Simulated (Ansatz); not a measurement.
An input meant for Zn₈Te₇Cl₂⁺ (charge 1, doublet).

```yaml
crystal:
  periodic: [false, false, false]
  atoms:
    - {symbol: Te, position_ang: [-0.352260, 0.849541, -4.945026]}
    - {symbol: Te, position_ang: [2.250947, -1.739627, -2.623513]}
    - {symbol: Te, position_ang: [-2.057627, -1.425434, -1.526924]}
    - {symbol: Te, position_ang: [-1.710447, 1.080608, 2.363082]}
    - {symbol: Te, position_ang: [0.844156, 1.944994, -0.688840]}
    - {symbol: Te, position_ang: [-0.020571, -2.108737, 5.304138]}
    - {symbol: Te, position_ang: [3.109037, 1.140700, 3.254921]}
    - {symbol: Zn, position_ang: [-1.955969, 0.851898, -2.943744]}
    - {symbol: Zn, position_ang: [-0.194287, -1.376898, -3.454084]}
    - {symbol: Zn, position_ang: [-0.640992, -1.195214, 3.031097]}
    - {symbol: Zn, position_ang: [1.432668, 0.740808, -2.951819]}
    - {symbol: Zn, position_ang: [0.594790, -0.834817, -0.714917]}
    - {symbol: Zn, position_ang: [-1.651056, 1.019978, -0.216322]}
    - {symbol: Zn, position_ang: [0.926268, 1.212360, 2.001334]}
    - {symbol: Zn, position_ang: [1.732847, -0.521650, 4.503126]}
    - {symbol: Cl, position_ang: [-3.066949, 2.376389, -1.646244]}
    - {symbol: Cl, position_ang: [0.759436, -2.014908, 1.253724]}
basis:
  gaussian: {orbitals: def2-SVP, fitting: {mean_field: def2-universal-jkfit}}
total_charge: 1
magnetization: {spin_polarized: true, initial_magnetization: 1}
hamiltonian: {xc: {name: M06-2X}}
output: {forces: true}
```

```sh
$ ansatz run in.yaml --threads 2 --pin off --events-out ev --progress --plain --max-ram 32768MiB --backend cuda --devices 0, --max-vram 18GiB
```

Question: Predict how Ansatz answers.

Answer: The program refused the input. The method's name isn't one that the program takes here.
```
Error: YAML parse error: error: line 25 column 19: hamiltonian.xc: no functional is named "M06-2X"; the names, which are not case-sensitive, are SVWN5, SPW92, PBE, PBE0, PBEsol, revPBE, revPBE0, RPBE, rPW86-PBE, HSE06, wPBEh, LC-wPBE, HISS, HF, BLYP, B3LYP, B3LYP5, BHLYP, CAM-B3LYP, r2SCAN, r2SCANh, r2SCAN0, r2SCAN50, m-r2SCAN, B97, wB97, wB97X, wB97X-V, B97M-V, wB97M-V, B2PLYP, B2GP-PLYP, PBE0-DH, PBE-QIDH
23 | total_charge: 1
24 | magnetization: {spin_polarized: true, initial_magnetization: 1}
25 | hamiltonian: {xc: {name: M06-2X}}
26 | output: {forces: true}
```
